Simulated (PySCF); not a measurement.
## Bond length, frequency and bond energy of SrB⁺ by level of theory

State: ³Π (triplet), unpaired electrons σ ↑, π ↑. Set-up: PySCF, scalar-relativistic core potentials, basis sets Sr def2-SVPD with ECP28, B def2-SVPD. De refers to Sr⁺ + B in their high-spin ground configurations, without counterpoise correction. The functionals are run spin-unrestricted. A positive dipole points towards B; it is taken about the centre of mass and depends on that origin.

```tsv
Level	Re (Å)	ωe (cm⁻¹)	De (eV)	μ (D)	CPU s a point (SCF and correlation, without the integrals)
UHF	2.665	399	0.387	-7.06	0.089
UHF-MP2	2.622	398	0.75	n/a	0.14
UHF-SCS-MP2	2.621	403	0.62	n/a	n/a
UHF-CCSD	2.646	368	0.68	n/a	n/a
UHF-CCSD(T)	2.655	360	0.74	n/a	3.9
PBE	2.644	369	1.34	-4.05	0.39
PW91	2.638	373	1.37	-4.07	0.28
BLYP	2.679	348	1.04	-3.76	0.27
r²SCAN	2.631	387	1.37	-4.82	0.6
PBE0	2.621	390	1.19	-4.95	0.62
BHandHLYP	2.628	388	0.76	-5.52	0.34
```

The bond length runs from 2.621 Å (PBE0) to 2.679 Å (BLYP). De spans 0.39 eV (UHF, mean field) to 1.37 eV (r²SCAN, meta-GGA). Correlation at CCSD(T) changes the Hartree–Fock bond energy by +0.35 eV; the triples alone change it by +0.06 eV.

Correlated steps freeze 1 core orbital. Correlated levels converge slowly with the basis: in double zeta they bind strong bonds too weakly, by up to about 1 eV, and carry superposition errors of some tenths. Spin–orbit coupling is left out. For an ion De counts to the pair picked by the measured ionisation energies or electron affinities, which need not be the lowest pair at this level. The state was picked by a PBE0 search and need not be the measured ground state.

The whole job (state search and all levels along the bond) took about 1.5 min on 1 thread of Arm Neoverse V2 (shared host), peak memory 0.6 GiB.
